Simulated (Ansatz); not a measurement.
Relaxation of ClGe2H5O (9 atoms, charge 0, multiplicity 1), to a largest force component of 0.02 eV/Å in at most 40 steps.

Computed with Ansatz 0.2.0, RKS PBE-D4/def2-SVP.

```xyz
9
Properties=species:S:1:pos:R:3
Ge 0.000 0.000 0.000
O 0.000 0.000 1.770
H -0.909 -0.281 2.107
Ge 2.263 0.000 -0.799
H 2.749 -1.461 -0.978
H 2.331 0.737 -2.161
H 3.174 0.724 0.225
H -0.730 1.265 -0.516
Cl -1.046 -1.812 -0.739
```

Problem. Where does it end, and by what steps?

Solution. It converged. After 13 steps the energy has fallen by 0.105 eV; H5 moved furthest, 0.48 Å.

```json
{"step": "0", "energy less start (eV)": "0.0000", "largest force component (eV/Å)": "1.330", "accepted": "yes"}
{"step": "1", "energy less start (eV)": "-0.0589", "largest force component (eV/Å)": "0.629", "accepted": "yes"}
{"step": "2", "energy less start (eV)": "-0.0818", "largest force component (eV/Å)": "0.520", "accepted": "yes"}
{"step": "3", "energy less start (eV)": "-0.0891", "largest force component (eV/Å)": "0.119", "accepted": "yes"}
{"step": "4", "energy less start (eV)": "-0.0794", "largest force component (eV/Å)": "0.280", "accepted": "no"}
{"step": "5", "energy less start (eV)": "-0.0936", "largest force component (eV/Å)": "0.029", "accepted": "yes"}
{"step": "6", "energy less start (eV)": "-0.0974", "largest force component (eV/Å)": "0.089", "accepted": "yes"}
{"step": "7", "energy less start (eV)": "-0.0979", "largest force component (eV/Å)": "0.186", "accepted": "yes"}
{"step": "8", "energy less start (eV)": "-0.1011", "largest force component (eV/Å)": "0.079", "accepted": "yes"}
{"step": "9", "energy less start (eV)": "-0.1033", "largest force component (eV/Å)": "0.021", "accepted": "yes"}
{"step": "10", "energy less start (eV)": "-0.1041", "largest force component (eV/Å)": "0.054", "accepted": "yes"}
{"step": "11", "energy less start (eV)": "-0.1043", "largest force component (eV/Å)": "0.034", "accepted": "yes"}
{"step": "12", "energy less start (eV)": "-0.1046", "largest force component (eV/Å)": "0.020", "accepted": "yes"}
{"step": "13", "energy less start (eV)": "-0.1048", "largest force component (eV/Å)": "0.005", "accepted": "yes"}
```

```xyz
9
Properties=species:S:1:pos:R:3
Ge -0.010 0.073 -0.011
O 0.046 -0.335 1.738
H -0.852 -0.375 2.120
Ge 2.294 0.001 -0.780
H 2.852 -1.416 -0.509
H 2.314 0.292 -2.301
H 3.145 1.062 -0.038
H -0.837 1.374 -0.242
Cl -1.121 -1.504 -1.069
```

Whether the end is a true minimum wasn't checked by a vibrational analysis.

Time of the run: 34 s on 2 threads of Arm Neoverse V1, with other jobs on the host, peak memory 0.18 GiB.
